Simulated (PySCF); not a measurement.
A structure optimised at B3LYP-D3(BJ)/def2-TZVP, used in a PySCF frequency run:

```
C
H 1 1.0911
H 1 1.0911 2 110.17
H 1 1.1043 2 105.74 3 113.82
B 1 1.5512 2 115.05 4 114.16
H 5 1.1944 1 120.91 2 -26.93
H 5 1.1944 6 118.09 1 176.57
```

Question: Write its SMILES, formula and point group.

Answer: BC, CH5B, Cs

Question: What are its rotational constants (standard atomic weights)?

Answer: 96.430, 21.770, 19.873 GHz
